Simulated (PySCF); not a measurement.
Orbital energies and ionisation energy

C2H8BN.
Atom-mapped SMILES: `[CH2:1]=[CH:2][BH2-:3][NH3+:4]` (hydrogens: H5, H6 on C1; H7 on C2; H8, H9 on B3; H10, H11, H12 on N4)

Geometry (PBE0-D3(BJ)/def2-SVP, Å), atoms numbered from 1 in this order:
```
atom  x, y, z in Å
C1     1.903    0.103    0.073
C2     0.691   -0.243    0.526
B3    -0.602   -0.468   -0.381
N4    -1.644    0.756   -0.029
H5     2.080    0.252   -0.999
H6     2.774    0.228    0.729
H7     0.613   -0.390    1.618
H8    -1.236   -1.486   -0.111
H9    -0.388   -0.347   -1.584
H10   -2.502    0.675   -0.575
H11   -1.213    1.658   -0.239
H12   -1.899    0.759    0.960
```

Level: CAM-B3LYP/def2-SVPD (PySCF). Frontier orbitals with their largest atomic shares (Löwdin; up to four atoms above 4 %):

```tsv
orbital	ε (eV)	main atoms
HOMO−3	-11.20	B3 22 %, C1 16 %, H9 12 %, C2 11 %
HOMO−2	-9.42	B3 30 %, C2 18 %, H8 18 %, C1 13 %
HOMO−1	-9.17	B3 31 %, H9 22 %, C2 22 %, H7 8 %
HOMO	-8.16	?
LUMO	0.37	B3 22 %, H10 17 %, N4 17 %, H12 16 %
LUMO+1	1.86	C1 29 %, C2 23 %, B3 14 %, H5 7 %
LUMO+2	2.07	H12 22 %, B3 18 %, H10 15 %, N4 10 %
```

Question: What vertical ionisation energy does ΔSCF give, and how far is −ε(HOMO) from it?

Answer: ΔSCF: 9.09 eV (877 kJ/mol; threshold wavelength 136 nm); ⟨S²⟩ of the doublet left behind is 0.756, against 0.75 for a pure doublet. −ε(HOMO) is 8.16 eV, 0.93 eV below it. In exact Kohn–Sham theory the two would be equal; CAM-B3LYP (range-separated hybrid) falls short of its own ΔSCF value by 10 %.

Question: On which atoms does the HOMO lie?

Answer: C1 (terminal =CH2 carbon) 37 %, C2 (alkene CH carbon) 34 %, B3 (four-coordinate boron) 9 %, H8 (B–H hydrogen) 6 %, so no atom holds as much as 40 %. The HOMO−1 lies 1.01 eV lower.

Question: What total energies stand behind the ΔSCF value?

Answer: E(N) = -160.41157 Eh and E(N − 1) = -160.07741 Eh at the same geometry, 0.33416 Eh apart.

Question: How many of the 10 lowest singlet excitations (vertical TDDFT, same level) lie below the ionisation energy?

Answer: All 10; they run from 6.06 to 8.28 eV.

Question: With α = 55.5 au, estimate the like-pair dispersion coefficient by London's formula C6 = (3/4)α²I.

Answer: I = 0.3342 Eh, so C6 ≈ 772 au, a rough estimate.

Isolated species at its PBE0-D3(BJ)/def2-SVP geometry (one conformer only).

The run behind these numbers computed excited states and ΔSCF ions as well. Time: 71 s wall. Hardware: an Arm Neoverse N1 with one thread, shared host.
